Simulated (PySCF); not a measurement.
CH$_{5}$S, charge +2, doublet, at a GFN2-xTB geometry of the parent state (a state made from the parent by changing its charge; the spin is typed, not shown lowest); BLYP/pcseg-1 in PySCF.

The PySCF input:
```python
from pyscf import gto, scf, dft

mol = gto.M(
    atom='''
C    -1.13733988   -0.15488493    0.31956678
S     0.57631004    0.06030404   -0.26311906
H    -1.76532359    0.54315093   -0.22980945
H    -1.44558655   -1.16978631    0.07792438
H    -1.21784394    0.02192839    1.38740599
H     0.83830333    1.23610769    0.35754640
H     1.19352933   -0.66695567    0.69943691
''',
    basis='pcseg-1',
    charge=2,
    spin=1,
    verbose=4,
)

mf = dft.UKS(mol)
mf.xc = 'blyp'
mf.kernel()
mf.analyze()
```

Task: What does PySCF print? Leave out banner, timings and long lists.

Result: 
```
PySCF version 2.14.0

[INPUT] verbose = 4
[INPUT] num. atoms = 7
[INPUT] num. electrons = 25
[INPUT] charge = 2
[INPUT] spin (= nelec alpha-beta = 2S) = 1
[INPUT] symmetry False subgroup None
[INPUT] Mole.unit = angstrom
[INPUT] Symbol           X                Y                Z      unit          X                Y                Z       unit  Magmom
[INPUT]  1 C     -1.137339880000  -0.154884930000   0.319566780000 AA   -2.149260883746  -0.292690098522   0.603893692709 Bohr   0.0
[INPUT]  2 S      0.576310040000   0.060304040000  -0.263119060000 AA    1.089068138437   0.113958119805  -0.497222961553 Bohr   0.0
[INPUT]  3 H     -1.765323590000   0.543150930000  -0.229809450000 AA   -3.335978106334   1.026406502003  -0.434276921337 Bohr   0.0
[INPUT]  4 H     -1.445586550000  -1.169786310000   0.077924380000 AA   -2.731762668855  -2.210575750166   0.147255736627 Bohr   0.0
[INPUT]  5 H     -1.217843940000   0.021928390000   1.387405990000 AA   -2.301391509061   0.041438651453   2.621817344681 Bohr   0.0
[INPUT]  6 H      0.838303330000   1.236107690000   0.357546400000 AA    1.584163703011   2.335904994569   0.675664772824 Bohr   0.0
[INPUT]  7 H      1.193529330000  -0.666955670000   0.699436910000 AA    2.255443555336  -1.260363553526   1.321744201312 Bohr   0.0

nuclear repulsion = 64.5811833958327
number of shells = 16
number of NR pGTOs = 104
number of NR cGTOs = 57
basis = pcseg-1
ecp = {}

******** <class 'pyscf.dft.uks.UKS'> ********
method = UKS
initial guess = minao
damping factor = 0
level_shift factor = 0
DIIS = <class 'pyscf.scf.diis.CDIIS'>
diis_start_cycle = 1
diis_space = 8
diis_damp = 0
SCF conv_tol = 1e-09
SCF conv_tol_grad = None
SCF max_cycles = 50
direct_scf = True
direct_scf_tol = 1e-13
number electrons alpha = 13  beta = 12
XC library pyscf.dft.libxc version 7.1.2
    S. Lehtola, C. Steigemann, M. J. T. Oliveira, and M. A. L. Marques,  SoftwareX 7, 1–5 (2018)
XC functionals = blyp
    A. D. Becke,  Phys. Rev. A 38, 3098 (1988)
    C. Lee, W. Yang, and R. G. Parr,  Phys. Rev. B 37, 785 (1988)
    B. Miehlich, A. Savin, H. Stoll, and H. Preuss,  Chem. Phys. Lett. 157, 200 (1989)
radial grids:
    Treutler-Ahlrichs [JCP 102, 346 (1995); DOI:10.1063/1.469408] (M4) radial grids

becke partition: Becke, JCP 88, 2547 (1988); DOI:10.1063/1.454033
pruning grids: <function nwchem_prune>
grids dens level: 3
symmetrized grids: False
atomic radii adjust function: <function treutler_atomic_radii_adjust>
small_rho_cutoff = 0
Set gradient conv threshold to 3.16228e-05
tot grids = 82040
init E= -439.231430861518

cycle= 1 E= -438.151436295502  delta_E= 1.08  |g|= 0.358  |ddm|= 1.76
cycle= 2 E= -437.78805021656  delta_E= 0.363  |g|= 0.755  |ddm|= 1.63
cycle= 3 E= -438.244795964978  delta_E= -0.457  |g|= 0.132  |ddm|= 1.32
cycle= 4 E= -438.254220052889  delta_E= -0.00942  |g|= 0.0455  |ddm|= 0.16
cycle= 5 E= -438.255138289725  delta_E= -0.000918  |g|= 0.0205  |ddm|= 0.0624
cycle= 6 E= -438.255395016895  delta_E= -0.000257  |g|= 0.00954  |ddm|= 0.0366
cycle= 7 E= -438.255459447438  delta_E= -6.44e-05  |g|= 0.00166  |ddm|= 0.0121
cycle= 8 E= -438.255461270653  delta_E= -1.82e-06  |g|= 0.000718  |ddm|= 0.00293
cycle= 9 E= -438.255461599602  delta_E= -3.29e-07  |g|= 0.000203  |ddm|= 0.000848
cycle= 10 E= -438.255461632734  delta_E= -3.31e-08  |g|= 5.44e-05  |ddm|= 0.000403
cycle= 11 E= -438.25546163509  delta_E= -2.36e-09  |g|= 1.09e-05  |ddm|= 9.63e-05
cycle= 12 E= -438.255461635178  delta_E= -8.72e-11  |g|= 5.31e-06  |ddm|= 2.9e-05
Extra cycle  E= -438.255461634947  delta_E= 2.31e-10  |g|= 1.81e-05  |ddm|= 3.27e-05
converged SCF energy = -438.255461634947  <S^2> = 0.75217355  2S+1 = 2.0021724
**** SCF Summaries ****
Total Energy =                        -438.255461634946926
Nuclear Repulsion Energy =              64.581183395832696
One-electron Energy =                 -716.163848499114010
Two-electron Energy =                  213.327203468334403
Two-electron Coulomb Energy =          245.615018984362564
DFT Exchange-Correlation Energy =      -32.287815516028161
**** MO energy ****
                             alpha | beta                alpha | beta
MO #1   energy= -88.7744650830502  | -88.771033581269   occ= 1 | 1
MO #2   energy= -10.4784080413793  | -10.4752304298375  occ= 1 | 1
MO #3   energy= -8.33565714255388  | -8.33236487059805  occ= 1 | 1
MO #4   energy= -6.37023788487592  | -6.36286118740491  occ= 1 | 1
MO #5   energy= -6.3651920923417   | -6.36282836885221  occ= 1 | 1
MO #6   energy= -6.36515797317785  | -6.36172022534875  occ= 1 | 1
MO #7   energy= -1.31601012322684  | -1.30207868935469  occ= 1 | 1
MO #8   energy= -1.14522826417563  | -1.12774968863811  occ= 1 | 1
MO #9   energy= -0.978957289725748 | -0.971097991483623 occ= 1 | 1
MO #10  energy= -0.963866533804045 | -0.93764243072337  occ= 1 | 1
MO #11  energy= -0.898550293183237 | -0.883677003952076 occ= 1 | 1
MO #12  energy= -0.873160269932652 | -0.855812474418267 occ= 1 | 1
MO #13  energy= -0.861376831486835 | -0.829193228847116 occ= 1 | 0
MO #14  energy= -0.548353065399468 | -0.533437550247268 occ= 0 | 0
MO #15  energy= -0.536740682464401 | -0.521218138546645 occ= 0 | 0
MO #16  energy= -0.473408570209684 | -0.465878689378387 occ= 0 | 0
MO #17  energy= -0.348268129875457 | -0.342244744731462 occ= 0 | 0
MO #18  energy= -0.34166603565949  | -0.325514857022996 occ= 0 | 0
MO #19  energy= -0.328997799218713 | -0.325410045502796 occ= 0 | 0
MO #20  energy= -0.241084835155835 | -0.238260860110961 occ= 0 | 0
MO #21  energy= -0.229512553088715 | -0.22471944676117  occ= 0 | 0

To work with the spin densities directly, `use mulliken_meta_spin()` only printing them here.

 ** Mulliken spin pop alpha/beta on meta-lowdin orthogonal AOs **
 ** Mulliken Spin Density (per AO)  **
spin_pop of  0 C 1s       -0.00000
spin_pop of  0 C 2s       -0.00264
spin_pop of  0 C 3s        0.00032
spin_pop of  0 C 2px      -0.00928
spin_pop of  0 C 2py       0.00480
spin_pop of  0 C 2pz       0.21399
spin_pop of  0 C 3px       0.00021
spin_pop of  0 C 3py       0.00023
spin_pop of  0 C 3pz       0.00243
spin_pop of  0 C 3dxy     -0.00002
spin_pop of  0 C 3dyz      0.00013
spin_pop of  0 C 3dz^2     0.00078
spin_pop of  0 C 3dxz     -0.00002
spin_pop of  0 C 3dx2-y2   -0.00004
spin_pop of  1 S 1s        0.00000
spin_pop of  1 S 2s        0.00002
spin_pop of  1 S 3s        0.06859
spin_pop of  1 S 4s        0.00034
spin_pop of  1 S 2px       0.00000
spin_pop of  1 S 2py       0.00000
spin_pop of  1 S 2pz       0.00007
spin_pop of  1 S 3px       0.02933
spin_pop of  1 S 3py       0.01106
spin_pop of  1 S 3pz       0.44558
spin_pop of  1 S 4px       0.00050
spin_pop of  1 S 4py       0.00047
spin_pop of  1 S 4pz       0.00561
spin_pop of  1 S 3dxy      0.00011
spin_pop of  1 S 3dyz     -0.00099
spin_pop of  1 S 3dz^2    -0.00075
spin_pop of  1 S 3dxz     -0.00083
spin_pop of  1 S 3dx2-y2   -0.00033
spin_pop of  2 H 1s        0.01310
spin_pop of  2 H 2s        0.00062
spin_pop of  2 H 2px       0.00005
spin_pop of  2 H 2py       0.00004
spin_pop of  2 H 2pz      -0.00003
spin_pop of  3 H 1s        0.01310
spin_pop of  3 H 2s        0.00062
spin_pop of  3 H 2px       0.00002
spin_pop of  3 H 2py       0.00005
spin_pop of  3 H 2pz      -0.00002
spin_pop of  4 H 1s        0.15598
spin_pop of  4 H 2s        0.00431
spin_pop of  4 H 2px       0.00001
spin_pop of  4 H 2py       0.00003
spin_pop of  4 H 2pz       0.00055
spin_pop of  5 H 1s        0.01980
spin_pop of  5 H 2s        0.00112
spin_pop of  5 H 2px       0.00000
spin_pop of  5 H 2py       0.00016
spin_pop of  5 H 2pz      -0.00012
spin_pop of  6 H 1s        0.01980
spin_pop of  6 H 2s        0.00112
spin_pop of  6 H 2px       0.00006
spin_pop of  6 H 2py       0.00013
spin_pop of  6 H 2pz      -0.00015
 ** Mulliken Spin Density (per atom)  **
spin density of  0 C =      0.21089
spin density of  1 S =      0.55879
spin density of  2 H =      0.01377
spin density of  3 H =      0.01376
spin density of  4 H =      0.16088
spin density of  5 H =      0.02095
spin density of  6 H =      0.02095
 ** Mulliken pop alpha/beta on meta-lowdin orthogonal AOs **
 ** Mulliken pop       alpha | beta **
In total            13.00000 | 12.00000
 ** Mulliken atomic charges   ( Nelec_alpha | Nelec_beta ) **
charge of  0C =     -0.22067  (     3.21578      3.00489 )
charge of  1S =      0.90582  (     7.82648      7.26769 )
charge of  2H =      0.24471  (     0.38453      0.37076 )
charge of  3H =      0.24471  (     0.38453      0.37076 )
charge of  4H =      0.32052  (     0.42018      0.25930 )
charge of  5H =      0.25246  (     0.38425      0.36329 )
charge of  6H =      0.25246  (     0.38425      0.36329 )

WARN: System has nonzero charge 2; the dipole moment is origin-dependent.
Location of origin: [0. 0. 0.]

Dipole moment(X, Y, Z, Debye):  0.09014,  0.32357,  1.70741
```
